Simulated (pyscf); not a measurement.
# hydroxide (HO⁻), singlet

Gas-phase minimum from PySCF at ωB97X-D3(BJ)/def2-SVPD, one conformer. 

```
O
H 1 0.9650
```
Charge -1, spin multiplicity 1.

Properties at ωB97X-D3(BJ)/def2-SVPD:

```
Quantity                                                                                                                           Value
---------------------------------------------------------------------------------------------------------------------  -----------------
Harmonic wavenumbers, unscaled                                                                                                 3841 cm⁻¹
Zero-point energy                                                                                                           5.5 kcal/mol
Rotational symmetry number                                                                                                             1
Entropy of this conformer at 298 K and 1 atm, rigid rotor and harmonic oscillator, modes under 100 cm⁻¹ raised to 100    172.2 J/(mol K)
Dipole moment                                                                                                          depends on origin
```

Single-point totals, which compare only within one level (frozen core for MP2 and CC):

| level | total energy (hartree) |
|---|---|
| ωB97X-D3(BJ)/def2-TZVPD | -75.84415 |
| PBE/def2-TZVPD | -75.75679 |
| r²SCAN/def2-TZVPD | -75.79128 |
| B3LYP-D3(BJ)/def2-TZVPD | -75.83853 |
| PBE0-D3(BJ)/def2-TZVPD | -75.74679 |
| M06-2X/def2-TZVPD | -75.79598 |
| ωB97M-D3(BJ)/def2-TZVPD | -75.84850 |
| HF/def2-TZVPPD | -75.41519 |
| MP2/def2-TZVPPD | -75.69924 |
| CCSD/def2-TZVPPD | -75.69481 |
| CCSD(T)/def2-TZVPPD | -75.70659 |

The CCSD(T) − MP2 part came from Ansatz, without density fitting, on the same reference.
